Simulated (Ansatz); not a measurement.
Species: C$_{3}$H$_{9}$BS, charge 0, multiplicity 1. 
Structure (B3LYP-D3(BJ)/def2-TZVP (Ansatz, a first-principles code) minimum search):
```xyz
14

C      1.8124     0.6402    -0.8746
S      0.9797    -0.2174     0.5017
B     -0.7730    -0.1361     0.1361
C     -1.7281    -0.8125     1.1835
C     -1.3237     0.5703    -1.1564
H      1.4941     1.6789    -0.9317
H      2.8818     0.6054    -0.6772
H      1.6081     0.1423    -1.8201
H     -2.4438    -0.0732     1.5602
H     -1.2299    -1.2701     2.0390
H     -2.3319    -1.5812     0.6883
H     -1.0259     1.6232    -1.1924
H     -2.4121     0.5295    -1.2255
H     -0.9140     0.1156    -2.0640
```
Charge 0, spin multiplicity 1.

Basis-set convergence of Hartree-Fock and CCSD correlation energies (hartree) with Ansatz. Correlated levels leave the core frozen unless marked. Spin-orbit coupling is left out. No relativistic terms.

```csv
basis,functions,E(HF),"E(corr, CCSD)"
aug-cc-pV(D+d)Z,205,-541.12423,-0.75623
aug-cc-pV(T+d)Z,446,?,?
```

**Question.** What belongs in the gaps?

**Answer.** 
- aug-cc-pV(T+d)Z, E(HF): -541.17447
- aug-cc-pV(T+d)Z, E(corr, CCSD): -0.88747
